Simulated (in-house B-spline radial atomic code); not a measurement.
## Excitations of neutral palladium by several methods

Full response, energies in eV; labels give the largest channel, * marks a mixed state, a dash one above the method's threshold, and an imaginary frequency an unstable closed-shell reference. Computed with an all-electron radial atomic-structure program (B-spline basis): linear response of the closed shell [Kr] 4d10 with each method's own kernel (bare exchange for TDHF, static screening on G0W0 levels for BSE, the adiabatic kernel for functionals); scalar-relativistic (spin-free one-electron X2C), finite nucleus, no spin-orbit coupling, no double excitations, S, P, D and F terms only; shells from n = 2 respond. Only terms of natural parity with L up to 3 were computed.

```csv
method,4d → 5s 3D,4d → 5s 1D,4d → 5p 3P,α (bohr³)
TDHF,1.329,2.082,4.737,21.1
BSE on G0W0@HF,2.018,2.556,4.916,20.3
LDA VWN5,?,?,?,?
PBE,0.173,0.909,3.488,31.04
PBE0,0.645,1.279,3.989,26.94
B3LYP (VWN-RPA),0.538,1.114,3.919,27.87
CAM-B3LYP,0.655,1.202,4.069,26.53
LC-wPBE,?,?,?,?
wB97X,0.934,1.281,4.425,26.78
HSE06,0.627,1.259,4.008,27.01
BHandHLYP,0.944,1.519,4.404,24.26
BLYP,0.113,0.808,3.475,31.5
PBEsol,0.192,0.934,3.559,30.71
BP86,imaginary,0.905,3.611,31.01
LDA exchange-only,imaginary,0.630,2.937,35.03
B97-1,0.761,1.192,4.093,27.69
RPBE,0.061,0.898,3.374,31.65
OLYP,0.308,0.988,3.325,30.96
```

Q: What does LC-wPBE give?

A: 4d → 5s 3D: 0.699; 4d → 5s 1D: 1.325; 4d → 5p 3P: 4.116; α: 25.9 (eV, bohr³).

Q: What does LDA VWN5 give?

A: 4d → 5s 3D: 0.384; 4d → 5s 1D: 0.924; 4d → 5p 3P: 3.753; α: 30.05 (eV, bohr³).
